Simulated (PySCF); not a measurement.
## Löwdin shares of the frontier orbitals

Compound: C₅H₈Si.
Numbering: `[CH:1]#[C:2][CH2:3][C:4](=[CH2:5])[SiH3:6]` (hydrogens: H7 on C1; H8, H9 on C3; H10, H11 on C5; H12, H13, H14 on Si6)

Geometry (GFN2-xTB, Å), atoms numbered from 1 in this order:
```
atom  x, y, z in Å
C1     2.3080   -1.5622   -0.0670
C2     1.6769   -0.6033    0.2706
C3     0.9011    0.5616    0.6482
C4    -0.3986    0.6106   -0.1181
C5    -0.6307    1.5907   -0.9799
Si6   -1.6285   -0.7869    0.2056
H7     2.8716   -2.4008   -0.3488
H8     0.6912    0.5067    1.7219
H9     1.4973    1.4600    0.4566
H10   -1.5498    1.6471   -1.5395
H11    0.0811    2.3827   -1.1677
H12   -1.0846   -2.0523   -0.2883
H13   -1.8484   -0.8852    1.6536
H14   -2.8871   -0.4690   -0.4693
```

Method: PySCF, TDDFT CAM-B3LYP/def2-SVPD, vertical, gas phase, core orbitals frozen in the response.

Kohn–Sham orbitals with the atoms that hold most of them (Löwdin shares over 4%, at most four atoms; ? is withheld):

```
orbital  ε (eV)                              atoms
 HOMO-3  -10.47     C4 28%, Si6 21%, C5 12%, C3 7%
 HOMO-2   -9.34     C1 18%, C4 18%, C2 18%, C5 16%
 HOMO-1   -9.24                                  ?
   HOMO   -9.07     C4 23%, C5 22%, C1 19%, C2 19%
   LUMO       ?                                  ?
 LUMO+1    1.16      Si6 30%, C5 12%, C1 9%, C3 8%
 LUMO+2    1.69  Si6 44%, H13 12%, H14 10%, H12 9%
```

(1) Which atoms hold the LUMO, and with what shares?

(2) Give the leading atoms of the HOMO-1.

(3) What is the LUMO energy, and the HOMO–LUMO gap?

Results:

(1) C5 (bonded to C and 2 H) 30%; C4 (bonded to 2 C and Si) 27%; Si6 (bonded to C and 3 H) 8%; H11 (bonded to C) 6%. By element: carbon 57% or more, silicon 8%, hydrogen 6% or more.

(2) C1 (bonded to C and H) 41%; C2 (bonded to 2 C) 39%; C3 (bonded to 2 C and 2 H) 8%; H7 (bonded to C) 4%. By element: carbon 88% or more, hydrogen 4% or more.

(3) ε(LUMO) = 0.72 eV; the gap is 9.80 eV (0.3601 hartree).

Task: How does S1 compare with the orbital gap of 9.80 eV?

Result: S1 is at 6.46 eV (f = 0.0022), 3.34 eV below the gap, made of HOMO-1→LUMO (43%), HOMO-1→LUMO+7 (20%). Its leading pair isn't HOMO and LUMO; the energies of that pair differ by 9.97 eV. Without the coupling terms of the response equations the lowest excitation would equal the gap.

Next come S2 at 6.61 eV (f 0.025), HOMO→LUMO (36%), HOMO-2→LUMO (21%), HOMO-3→LUMO (10%); S3 at 6.86 eV (f 0.0011), HOMO→LUMO+5 (15%), HOMO→LUMO+3 (15%), HOMO-2→LUMO+5 (11%); S4 at 7.01 eV (f 0.010), HOMO-3→LUMO (41%), HOMO-1→LUMO+5 (9%); S5 at 7.16 eV (f 0.368), HOMO→LUMO (46%), HOMO-2→LUMO (43%).

One conformer stands for the species.
